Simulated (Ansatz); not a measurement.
Geometry optimisation, RKS r2SCAN/def2-SVP in Ansatz 0.2.0.

Input:

```yaml
crystal:
  periodic: [false, false, false]
  atoms:
    - { symbol: O, position_ang: [-0.2331, 1.2248, -0.3863] }
    - { symbol: B, position_ang: [-0.1843, -0.1431, -0.0329] }
    - { symbol: O, position_ang: [1.0315, -0.6621, 0.5095] }
    - { symbol: Cl, position_ang: [-1.5512, -1.2492, -0.2749] }
    - { symbol: H, position_ang: [0.0095, 1.2964, -1.3624] }
    - { symbol: H, position_ang: [0.9697, -0.5307, 1.5009] }
basis:
  gaussian: { orbitals: def2-SVP }
hamiltonian:
  xc: r2scan
relax:
  f_tol: 0.02
  max_steps: 40
scf:
  lower_state_search: "off"
```

Run as:

```bash
$ ansatz run input.yaml --threads 1 --pin off --max-ram 2048MiB --backend cpu --events-out ev --progress --plain --runs-dir out
```

Question: Where does it end, and by what steps?

Answer: It converged. After 8 steps the energy has fallen by 1.118 eV; O3 moved furthest, 0.64 Å.

```
step  energy less start (eV)  largest force component (eV/Å)  accepted
   0                  0.0000                           2.125       yes
   1                 -0.1712                           1.271       yes
   2                 -0.2950                           0.770       yes
   3                 -0.4027                           0.857       yes
   4                 -0.4354                           3.449       yes
   5                 -0.8610                           1.283       yes
   6                 -1.0567                           0.727       yes
   7                 -1.1178                           0.065       yes
   8                 -1.1182                           0.014       yes
```

```xyz
6
Properties=species:S:1:pos:R:3
O 0.163 1.027 -0.439
B -0.126 -0.227 -0.005
O 0.611 -0.819 0.959
Cl -1.491 -1.142 -0.692
H -0.436 1.336 -1.129
H 1.322 -0.238 1.260
```

Whether the end is a true minimum wasn't checked by a vibrational analysis.

Run time: 14 s on 1 thread of AMD EPYC 7B13 (Zen 3) (shared host), peak memory 0.14 GiB.
